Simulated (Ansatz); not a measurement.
System: sum formula AlO2BrH2, net charge 0, singlet state. 
Structure (B3LYP-D3(BJ)/def2-TZVP (Ansatz, a program for electronic structure) minimum search):
```
Al
O 1 1.6880
H 2 0.9575 1 125.54
O 1 1.6880 2 125.62 3 0.00
H 4 0.9575 1 125.54 2 0.00
Br 1 2.2406 2 117.19 3 -180.00
```

Dipole moments at this geometry, in debye (magnitudes).

```csv
level,program,dipole (D)
SVWN5/def2-TZVPD,Ansatz,3.27
PBE/def2-TZVPD,Ansatz,3.17
BLYP/def2-TZVPD,Ansatz,3.19
PBE0/def2-TZVPD,Ansatz,3.32
BHLYP/def2-TZVPD,Ansatz,3.46
HSE06/def2-TZVPD,Ansatz,___
LC-wPBE/def2-TZVPD,Ansatz,3.50
wB97X-V/def2-TZVPD,Ansatz,3.43
CCSD(T)/def2-SVPD,Ansatz,___
```

Task: Complete the blanks.

Result: 
- HSE06/def2-TZVPD, dipole (D): 3.32
- CCSD(T)/def2-SVPD, dipole (D): 3.35
